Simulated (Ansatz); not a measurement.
A CCSD(T) single point on C2H7GeNSi (`N=C=C[SiH2][GeH3]`).

```yaml
crystal:
  periodic: [false, false, false]
  atoms:
    - {symbol: N, position_ang: [-0.747345, 2.555361, 1.949964]}
    - {symbol: C, position_ang: [-0.133486, 1.590609, 1.540604]}
    - {symbol: C, position_ang: [0.465212, 0.479940, 1.197359]}
    - {symbol: Si, position_ang: [-0.452875, -0.855436, 0.302422]}
    - {symbol: Ge, position_ang: [0.459721, -1.192896, -1.871628]}
    - {symbol: H, position_ang: [-0.814543, 3.368354, 1.344575]}
    - {symbol: H, position_ang: [1.520979, 0.381012, 1.429487]}
    - {symbol: H, position_ang: [-1.878283, -0.447649, 0.192850]}
    - {symbol: H, position_ang: [-0.373430, -2.137338, 1.056059]}
    - {symbol: H, position_ang: [-0.230274, -2.359938, -2.600473]}
    - {symbol: H, position_ang: [1.963163, -1.512409, -1.778452]}
    - {symbol: H, position_ang: [0.298261, 0.075091, -2.728766]}
basis:
  gaussian: {orbitals: def2-TZVPP}
correlation: {method: ccsd_t}
```

```sh
$ ansatz run in.yaml --threads 4 --pin off --events-out ev --progress --plain --max-ram 10444MiB
```

The program prints (abridged):

```
Functional definition: HF
1676 factors; integrals over basis functions are off by at most 1.0e-3 eV
mean field evaluation 1: about -67986.2214 eV, gradient 3.3e1 eV
mean field evaluation 2: about -67986.5053 eV, gradient 3.3e1 eV
mean field evaluation 4: about -67989.7454 eV, gradient 4.4e0 eV
mean field evaluation 8: about -67989.8276 eV, gradient 5.0e-1 eV
mean field evaluation 16: about -67989.8305 eV, gradient 2.8e-6 eV
mean field -67989.83046111 eV, -2498.5801842836 hartree, gradient 2.8e-6 eV, S^2 0.000000; 0 other end points of the search recorded, 0 dependent functions left out
17 core orbitals not correlated: weight in the atoms' cores, before any rotation towards them, 1.000 or more for the frozen orbitals, at most 0.000 for the correlated occupied ones
reference -67989.83046111 eV, -2498.5801842836 hartree; 19, 19 occupied and 245, 245 virtual orbitals, 1676 factors
second order -24.36266976 eV of doubles, -0.00000000 eV of singles
cycle   1  -24.57421858 eV  change   -2.1e-1 eV  update   1.3e-1
cycle   2  -25.36002824 eV  change   -7.9e-1 eV  update   4.1e-2
cycle   3  -25.52583309 eV  change   -1.7e-1 eV  update   2.1e-2
cycle   4  -25.51011842 eV  change    1.6e-2 eV  update   5.1e-3
cycle   5  -25.50937173 eV  change    7.5e-4 eV  update   2.1e-3
cycle   6  -25.50955653 eV  change   -1.8e-4 eV  update   5.3e-4
cycle   7  -25.50922584 eV  change    3.3e-4 eV  update   1.9e-4
cycle   8  -25.50921128 eV  change    1.5e-5 eV  update   6.2e-5
cycle   9  -25.50923131 eV  change   -2.0e-5 eV  update   2.6e-5
perturbative correction -1.14487062 eV, -0.0420732194 hartree
Total energy: -68016.48456305 eV, -2499.5597044629 hartree
```

Hardware: 4 threads of an Arm Neoverse V2 on a shared host. Wall time 6.1 min, peak host memory 8 GiB.

Correlation energy per correlated electron: -0.701 eV. T1 diagnostic: 0.0138.
